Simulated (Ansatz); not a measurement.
Geometry optimisation, RKS PBE/def2-mTZVP in Ansatz.

Input file:

```yaml
crystal:
  periodic: [false, false, false]
  atoms:
    - { symbol: B, position_ang: [-0.47488, 1.20714, -2.33906] }
    - { symbol: C, position_ang: [0.03497, 1.00896, -1.15643] }
    - { symbol: C, position_ang: [0.57435, 0.30804, 0.01492] }
    - { symbol: C, position_ang: [-0.42973, -0.66166, 0.63468] }
    - { symbol: H, position_ang: [1.48549, -0.23322, -0.25991] }
    - { symbol: H, position_ang: [0.84549, 1.07219, 0.75159] }
    - { symbol: H, position_ang: [-0.6965, -1.4306, -0.08552] }
    - { symbol: H, position_ang: [-0.00355, -1.13644, 1.51617] }
    - { symbol: H, position_ang: [-1.33565, -0.13441, 0.92355] }
basis:
  gaussian: { orbitals: def2-mTZVP }
hamiltonian:
  xc: pbe
relax:
  f_tol: 0.015
  max_steps: 40
output:
  orbitals: {}
```

Run as:

```bash
$ ansatz run input.yaml --threads 1 --pin off --max-ram 2048MiB --backend cpu --events-out ev --progress --plain --runs-dir out
```

Task: Where does it end, and by what steps?

Result: The forces met the threshold. After 8 steps the energy has fallen by 0.351 eV; C2 moved furthest, 0.17 Å.

```csv
step,energy less start (eV),largest force component (eV/Å),accepted
0,0.0000,4.405,yes
1,-0.2238,2.245,yes
2,-0.3314,0.248,yes
3,-0.3396,0.364,yes
4,-0.3492,0.197,yes
5,-0.3340,0.588,no
6,-0.3506,0.051,yes
7,-0.3507,0.018,yes
8,-0.3508,0.008,yes
```

```xyz
9
Properties=species:S:1:pos:R:3
B -0.369 1.140 -2.435
C 0.004 1.151 -1.075
C 0.523 0.306 -0.018
C -0.441 -0.677 0.652
H 1.472 -0.188 -0.307
H 0.875 1.055 0.738
H -0.739 -1.457 -0.062
H 0.029 -1.164 1.520
H -1.353 -0.165 0.988
```

Whether the end is a true minimum wasn't checked by a vibrational analysis.

The run took 29 s on 1 CPU thread of a shared host.
